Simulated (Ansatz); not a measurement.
Input for Ansatz (a quantum-chemistry and plane-wave program): U-B3LYP/aug-cc-pVTZ on BeH2Se (SMILES [BeH][SeH]), a point of a bond scan (R = 1.326 Å).

Ansatz 0.2 input:
```yaml
crystal:
  periodic: [false, false, false]
  atoms:
    - {symbol: Be, position_ang: [-0.68973544, -0.76066788, -1.41803736]}
    - {symbol: H, position_ang: [-1.20927000, -1.34114003, -2.49064135]}
    - {symbol: Se, position_ang: [0.09181580, 0.16025393, 0.22400564]}
    - {symbol: H, position_ang: [0.84647439, -1.06482192, 0.54659910]}
basis:
  gaussian:
    orbitals: aug-cc-pVTZ
hamiltonian:
  xc: {name: B3LYP}
magnetization: {spin_polarized: true, initial_magnetization: 0}
```

It printed:

```
WARN ansatz: RAYON_NUM_THREADS=1 ignored (pool sized by the plan → 1); use --threads N
Functional definition: B3LYP
integrals: 0.05 GiB planned
788 factors; their error is unknown
mean field: 0.73 GiB planned
mean field evaluation 1: about -65785.9019 eV, gradient 9.5e0 eV
mean field evaluation 2: about -65786.2354 eV, gradient 7.0e0 eV
mean field evaluation 4: about -65786.5240 eV, gradient 2.3e-1 eV
mean field evaluation 8: about -65786.7264 eV, gradient 2.9e-1 eV
mean field evaluation 16: about -65786.7266 eV, gradient 3.3e-5 eV
mean field -65786.72655720 eV, -2417.6176091321 hartree, gradient 3.3e-5 eV, S^2 0.000000; 0 other end points of the search recorded, 0 dependent functions left out
reference -65786.72680091 eV, -2417.6176180883 hartree; 20, 20 occupied and 131, 131 virtual orbitals, 788 factors
Total energy: -65786.72680091 eV, -2417.6176180883 hartree
```

The run converged.

Cost: about 5 core-seconds (a rough figure).
